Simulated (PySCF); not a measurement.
FGa, charge -1, doublet, at a GFN2-xTB geometry (such geometries of metal compounds can be far from the true shape) (a state made from the parent by changing its charge; the spin is typed, not shown lowest); DF-SVWN5/def2-SV(P) (PySCF).

The PySCF input:
```python
from pyscf import gto, scf, dft

mol = gto.Mole()
mol.atom = '''
    Ga   -0.000000   -0.000000   -0.452053
    F     0.000000    0.000000    1.557071
'''
mol.basis = 'def2-sv(p)'
mol.charge = -1
mol.spin = 1
mol.verbose = 3
mol.build()

mf = dft.UKS(mol)
mf.xc = 'lda,vwn'
mf = mf.density_fit(auxbasis='def2-universal-jkfit')
mf.kernel()
mf.analyze()
```

Output, abridged:

```
SCF not converged.
SCF energy = -2020.74109869662 after 50 cycles  <S^2> = 0.75123431  2S+1 = 2.0012339
**** MO energy ****
                             alpha | beta                alpha | beta
MO #1   energy= -369.929487950127  | -369.928991750426  occ= 1 | 1
MO #2   energy= -44.9905163259531  | -44.9904884232721  occ= 1 | 1
MO #3   energy= -39.9022602812791  | -39.9021689822599  occ= 1 | 1
MO #4   energy= -39.9006996895788  | -39.9004315296635  occ= 1 | 1
MO #5   energy= -39.9005016885305  | -39.9001408220831  occ= 1 | 1
MO #6   energy= -23.7700994152869  | -23.7684393596325  occ= 1 | 1
MO #7   energy= -4.99087076270089  | -4.99047171031914  occ= 1 | 1
MO #8   energy= -3.33949134840565  | -3.339257083598    occ= 1 | 1
MO #9   energy= -3.3336843954663   | -3.333434372779    occ= 1 | 1
MO #10  energy= -3.33362347529279  | -3.33244419308123  occ= 1 | 1
MO #11  energy= -0.696574262893149 | -0.693760369174116 occ= 1 | 1
MO #12  energy= -0.488658012210868 | -0.487420707066372 occ= 1 | 1
MO #13  energy= -0.487472413454023 | -0.486800787350112 occ= 1 | 1
MO #14  energy= -0.487419468651451 | -0.485150646728599 occ= 1 | 1
MO #15  energy= -0.482922268939634 | -0.480763720296723 occ= 1 | 1
MO #16  energy= -0.481829498506762 | -0.479667925686943 occ= 1 | 1
MO #17  energy= -0.127820339243061 | -0.119193261415524 occ= 1 | 1
MO #18  energy= -0.0494932981474621 | -0.0473572830539108 occ= 1 | 1
MO #19  energy= -0.0467476327856899 | -0.040269115261399 occ= 1 | 1
MO #20  energy= -0.0242732992489922 | -0.0136155106605966 occ= 1 | 1
MO #21  energy= 0.120753701663745  | 0.132786681068028  occ= 1 | 0
MO #22  energy= 0.120811639984471  | 0.149528526786972  occ= 0 | 0
MO #23  energy= 0.189515964652105  | 0.200142806302709  occ= 0 | 0
MO #24  energy= 0.275280875547578  | 0.288529250693049  occ= 0 | 0
MO #25  energy= 0.441799814625233  | 0.45147111091402   occ= 0 | 0
MO #26  energy= 0.442916665275258  | 0.465941512423719  occ= 0 | 0
MO #27  energy= 0.476600384936234  | 0.484585302713168  occ= 0 | 0
MO #28  energy= 0.545854405637948  | 0.572369345857315  occ= 0 | 0
MO #29  energy= 0.549073892140023  | 0.573262264705777  occ= 0 | 0

To work with the spin densities directly, `use mulliken_meta_spin()` only printing them here.

 ** Mulliken spin pop alpha/beta on meta-lowdin orthogonal AOs **
 ** Mulliken Spin Density (per atom)  **
spin density of  0 Ga =      0.95643
spin density of  1 F =      0.04357
 ** Mulliken pop alpha/beta on meta-lowdin orthogonal AOs **
 ** Mulliken atomic charges   ( Nelec_alpha | Nelec_beta ) **
charge of  0Ga =     -0.50367  (    16.23005     15.27362 )
charge of  1F =     -0.49633  (     4.76995      4.72638 )

WARN: System has nonzero charge -1; the dipole moment is origin-dependent.
Location of origin: [0. 0. 0.]

Dipole moment(X, Y, Z, Debye): -0.00000, -0.00000, -0.60763
```

Convergence was not reached.
